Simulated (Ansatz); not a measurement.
AlH9N2Si2, SMILES `N[Si](N)([AlH2])[SiH3]` at its PBE0-D4/def2-TZVP geometry, where that method's forces vanish. The species carries charge 0 and has multiplicity 1.

```json
{"atom": "N1", "x (Å)": "0.600", "y (Å)": "1.870", "z (Å)": "-0.007"}
{"atom": "Si2", "x (Å)": "0.038", "y (Å)": "0.256", "z (Å)": "-0.285"}
{"atom": "N3", "x (Å)": "0.496", "y (Å)": "-0.165", "z (Å)": "-1.893"}
{"atom": "Al4", "x (Å)": "-2.393", "y (Å)": "-0.187", "z (Å)": "-0.139"}
{"atom": "Si5", "x (Å)": "1.124", "y (Å)": "-1.001", "z (Å)": "1.395"}
{"atom": "H6", "x (Å)": "0.247", "y (Å)": "2.631", "z (Å)": "-0.566"}
{"atom": "H7", "x (Å)": "0.815", "y (Å)": "2.174", "z (Å)": "0.929"}
{"atom": "H8", "x (Å)": "-0.069", "y (Å)": "-0.790", "z (Å)": "-2.443"}
{"atom": "H9", "x (Å)": "1.464", "y (Å)": "-0.184", "z (Å)": "-2.176"}
{"atom": "H10", "x (Å)": "-3.169", "y (Å)": "-1.005", "z (Å)": "-1.271"}
{"atom": "H11", "x (Å)": "-3.241", "y (Å)": "0.315", "z (Å)": "1.113"}
{"atom": "H12", "x (Å)": "2.586", "y (Å)": "-1.149", "z (Å)": "1.135"}
{"atom": "H13", "x (Å)": "0.537", "y (Å)": "-2.372", "z (Å)": "1.456"}
{"atom": "H14", "x (Å)": "0.963", "y (Å)": "-0.394", "z (Å)": "2.750"}
```

Q: For each bond, give half the difference of the two atoms' forces along it (eV/Å; positive pushes the atoms apart) under PBE-D4, r2SCAN-D4, B3LYP-D4, ωB97M-V in def2-TZVPP. (Estimate.)

A: Computed: 
```tsv
bond	length (Å)	PBE-D4	r2SCAN-D4	B3LYP-D4	ωB97M-V
N1–Si2	1.731	0.11	0.05	0.09	0.09
N1–H6	1.008	0.20	0.02	-0.02	-0.03
N1–H7	1.007	0.20	0.01	-0.02	-0.03
Si2–N3	1.724	0.10	0.04	0.09	0.10
Si2–Al4	2.475	-0.17	-0.03	-0.01	-0.04
Si2–Si5	2.362	-0.12	0.00	0.05	-0.01
N3–H8	1.006	0.19	0.01	-0.03	-0.03
N3–H9	1.008	0.20	0.02	-0.02	-0.03
Al4–H10	1.597	0.08	-0.02	-0.07	-0.10
Al4–H11	1.594	0.08	-0.02	-0.07	-0.09
Si5–H12	1.492	0.10	0.00	-0.08	-0.11
Si5–H13	1.493	0.09	-0.02	-0.06	-0.07
Si5–H14	1.493	0.08	-0.02	-0.06	-0.09
```

B3LYP here is the variant with VWN-RPA as its local correlation; programs differ in this.
